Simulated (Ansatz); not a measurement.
`[BH2][GeH2][Cl]` + `CCN[SiH3]` → `BN([SiH3])CC` + `[Cl][GeH3]` at 600 K and 1 bar (cleavage of the B–Ge bond).

Program: Ansatz. Geometries: PBE0-D4/def2-TZVP. ΔE: electronic, gas phase. CCSD(T)/CBS adds triple-zeta CCSD(T) − MP2 to the extrapolated MP2 energy (def2 sets, frozen cores). For Ge outer-core shells are correlated without core-valence functions, which leaves a few kJ/mol of doubt a bond. Scalar relativity is left out up to krypton. One conformer a species, not always the lowest.

```tsv
species	CCSD(T)/CBS energy (Eh)	H − E (kJ/mol)	S (J/(mol·K))
`[BH2][GeH2][Cl]`	-2563.08808	143.6	385.7
`CCN[SiH3]`	-425.31370	344.4	426.9
`BN([SiH3])CC`	-450.74134	387.7	466.3
`[Cl][GeH3]`	-2537.71925	96.6	309.8
```

H − E and S are ideal-gas, rigid-rotor, harmonic terms from PBE0-D4/def2-TZVP, for one conformer and one mirror image of each species. 1 Eh = 2625.50 kJ/mol, R = 8.31446 J/(mol·K).

Q: By hand: ΔE, ΔH, ΔS and ΔG.

A: ΔE = (-450.74134) + (-2537.71925) − (-2563.08808) − (-425.31370) = -0.05881 Eh = -154.4 kJ/mol. Δ(H − E) = 387.7 + 96.6 − 143.6 − 344.4 = -3.7, so ΔH = -158.1 kJ/mol. ΔS = 466.3 + 309.8 − 385.7 − 426.9 = -36.5 J/(mol·K). ΔG = -158.1 − 600 × (-36.5)/1000 = -136.2 kJ/mol.

Q: By hand: the equilibrium constant, and the temperature at which ΔG would vanish if ΔH and ΔS stayed fixed.

A: log₁₀ K = −ΔG/(RT ln 10) = 11.9. ΔG = 0 at ΔH/ΔS = 4332 K, far beyond where these terms or the molecules hold.

ΔH outweighs TΔS. A doubt of 5 kJ/mol in ΔE shifts log₁₀ K by 0.4 here. Other conformers and mirror images would add mixing entropy, several J/(mol·K) or more a flexible species. Modes under 60 cm⁻¹, often nearly free rotors, make the harmonic entropy too high. These are equilibria of isolated gas molecules and say nothing of rates. Largest T1 diagnostic: 0.012 (customary marks: 0.02 for closed shells, 0.045 for open ones).
